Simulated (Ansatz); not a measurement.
Input for Ansatz (a program for electronic structure): R-PBE0/def2-TZVPP on CH6Si (SMILES C[SiH3]).

Ansatz 0.2 input:
```yaml
crystal:
  periodic: [false, false, false]
  atoms:
    - {symbol: Si, position_ang: [0.00000298, -0.00000000, 0.88801887]}
    - {symbol: H, position_ang: [1.38840845, -0.00000000, 1.41040799]}
    - {symbol: H, position_ang: [-0.69420564, 1.20239645, 1.41039437]}
    - {symbol: H, position_ang: [-0.69420564, -1.20239645, 1.41039437]}
    - {symbol: C, position_ang: [0.00000426, 0.00000000, -0.98807351]}
    - {symbol: H, position_ang: [0.50990971, 0.88319360, -1.37705352]}
    - {symbol: H, position_ang: [-1.01982383, -0.00000000, -1.37703505]}
    - {symbol: H, position_ang: [0.50990971, -0.88319360, -1.37705352]}
basis:
  gaussian:
    orbitals: def2-TZVPP
hamiltonian:
  xc: {name: PBE0}
scf: {lower_state_search: off}
```

Output:

```
WARN ansatz: RAYON_NUM_THREADS=4 ignored (pool sized by the plan → 4); use --threads N
Functional definition: PBE0
these checks for a lower state are left out or cut short: stability, starts, cluster_reference, orbital_swaps, neighbouring_geometries, increment
integrals: 0.05 GiB planned
825 factors; their error is unknown
mean field: 0.56 GiB planned
mean field evaluation 1: about -9003.5354 eV, gradient 4.6e1 eV
mean field evaluation 2: about -9001.7088 eV, gradient 5.0e1 eV
mean field evaluation 4: about -9008.3603 eV, gradient 6.6e-1 eV
mean field evaluation 8: about -9008.3717 eV, gradient 1.4e-2 eV
mean field -9008.37171600 eV, -331.0515544695 hartree, gradient 4.6e-6 eV, S^2 0.000000; 0 other end points of the search recorded, 0 dependent functions left out
reference -9008.37174482 eV, -331.0515555285 hartree; 13, 13 occupied and 144, 144 virtual orbitals, 825 factors
Total energy: -9008.37174482 eV, -331.0515555285 hartree
Checks for a lower state left out: stability, starts, cluster_reference, orbital_swaps, neighbouring_geometries, increment
```

The calculation finished and met its thresholds.

Cost: roughly 1.7 core-seconds.
